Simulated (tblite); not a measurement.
Run record: tight-binding relaxation, `C#CCB1NBCCS1`.

Computed with GFN2-xTB geometry optimisation, gas phase (tblite 0.8.0). Start geometry: from a force field or distance geometry. The input is one job of a driver script: a line of settings, then coordinates in Å.

Command:
```bash
OMP_NUM_THREADS=1 python probes_run.py task.json out
```

Input:
```
{"job": {"kind": "relax", "xc": "GFN2-xTB", "basis": "xTB"}, "charge": 0, "multiplicity": 1}
C      3.940500    -1.244500    -0.639800
C      3.053300    -0.415400    -0.719500
C      2.017700     0.584200    -0.772000
B      0.725300     0.148300     0.060400
N      0.155700    -1.206200    -0.268600
B     -1.115300    -1.570900     0.420100
C     -2.302800    -0.643800     0.796200
C     -2.134000     0.810100     0.704000
S     -0.543700     1.492700     0.363500
H      4.713000    -1.964800    -0.585600
H      2.371400     1.503300    -0.273200
H      1.648900     0.750100    -1.802500
H      0.001000    -1.334300    -1.304800
H     -1.389600    -2.739700     0.349200
H     -2.590700    -0.902200     1.854600
H     -3.181300    -0.956700     0.190800
H     -2.880100     1.182700    -0.057300
H     -2.498000     1.248800     1.673000
```

Output:
```
step      E/eV     max force
  0    -649.14633    3.068
  1    -649.56525    5.791
  2    -649.64917    5.915
  3    -650.05147    1.385
  4    -650.21539    1.355
  5    -650.48189    2.442
  6    -650.65761    1.885
  7    -650.82117    1.042
  8    -650.92270    0.790
  9    -650.98351    1.006
... (136 lines left out)
146    -651.40193    0.035
147    -651.40200    0.034
148    -651.40206    0.027
149    -651.40213    0.022
150    -651.40220    0.022
151    -651.40225    0.016
152    -651.40228    0.023
153    -651.40229    0.025
154    -651.40233    0.018
155    -651.40234    0.009
```

«max force» is the largest atomic force in eV/Å.

**Question.** From which step on does the largest force stay under 0.1 eV/Å, and how much energy is left to gain from there?

**Answer.** From step 140 (0.037 eV/Å), 1.1 meV above the end.

Summary of the converged run: energy lowered by 52.0 kcal/mol over 155 steps; largest atomic force 0.009 eV/Å at the end.

**Question.** Give the final coordinates.

**Answer.** 0.647 Å rms from the input after alignment:
```
atom  x, y, z in Å
C1     3.4617   -1.3971   -1.0934
C2     2.8300   -0.4216   -0.8045
C3     1.9996    0.7108   -0.4563
B4     0.4838    0.3146   -0.1309
N5     0.0547   -1.0406   -0.2109
B6    -1.1204   -1.6021    0.3134
C7    -2.1913   -0.6410    0.9888
C8    -2.2578    0.7383    0.3522
S9    -0.6434    1.6121    0.3559
H10    4.0551   -2.2241   -1.3460
H11    2.4466    1.2203    0.4034
H12    2.0336    1.4308   -1.2807
H13    0.7477   -1.6737   -0.5916
H14   -1.2672   -2.7650    0.2828
H15   -1.9346   -0.5265    2.0477
H16   -3.1962   -1.0686    0.9662
H17   -2.5715    0.6716   -0.6910
H18   -2.9391    1.4034    0.8832
```

The run took 2.0 s on one thread of an Arm Neoverse N1, no GPU, shared host with 64 logical CPUs at a one-minute load of 55.
Labels such as C1 count atoms from 1, the log's own numbers from 0.
